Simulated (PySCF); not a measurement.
Finite-field polarisability of Sb (antimony, neutral)

[Kr] 4d10 5s2 5p3, high-spin 4S determinant. Calculation: PySCF 2.14, in aug-cc-pwCVDZ-PP with ECP28MDF; scalar relativity through the core potential. Frozen: 4s2 4p6 4d10. Energy changes in a uniform field (μhartree):

```
axis  F (au)        HF       MP2      CCSD   CCSD(T)
   x  0.0021   -95.994   -94.392   -94.383   -94.637
   x  0.0042  -384.142  -377.743  -377.709  -378.727
```

Task: Derive α along x at CCSD(T) from the two fields.

Result: With ΔE = −αF²/2 − γF⁴/24, α = −(16 ΔE(F) − ΔE(2F))/(6F²) = 42.91 bohr³.

Task: And the mean polarisability at each level?

Result: HF 43.53, MP2 42.80, CCSD 42.80, CCSD(T) 42.91 bohr³. Reference: 43 ± 2 bohr³ (recommended; Schwerdtfeger and Nagle, table of static dipole polarizabilities (2023 update)).

A double-zeta set is small for polarisabilities.
